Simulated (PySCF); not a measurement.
C2H6N2Si, SMILES C(#C)[SiH](N)N.

Geometry optimised at r2SCAN-D4/def2-SVP. The structure was generated by enumeration, and PubChem lists no compound with its InChIKey, so it may never have been made. Other conformers were not sampled.

Two levels are set side by side: PBE/def2-TZVP (PySCF) and CAM-B3LYP/def2-TZVP (PySCF). Same geometry, gas phase. Differences are taken from unrounded values.

```tsv
quantity	PBE
orbital gap (eV)	5.17
highest occupied level (eV)	-6.03
lowest empty level (eV)	-0.86
dipole moment (D)	0.58
mean polarisability (bohr³)	63.7
```

These are the PBE values. What does CAM-B3LYP give? (Estimate from the structure and the level; the computed values follow.)


```csv
quantity,CAM-B3LYP,PBE minus CAM-B3LYP
orbital gap (eV),10.02,-4.85
highest occupied level (eV),-8.87,2.84
lowest empty level (eV),1.15,-2.01
dipole moment (D),0.44,0.14
mean polarisability (bohr³),60.0,3.7
```

Without exact exchange PBE keeps part of each electron's self-repulsion, which lifts occupied levels and narrows the gap. Loosely held outer electrons make PBE densities more polarisable. Differences between two approximate levels are no errors against the true value.

Rough cost on one machine, each run with all the roots and properties that it gave: CAM-B3LYP against PBE within a factor of 2.
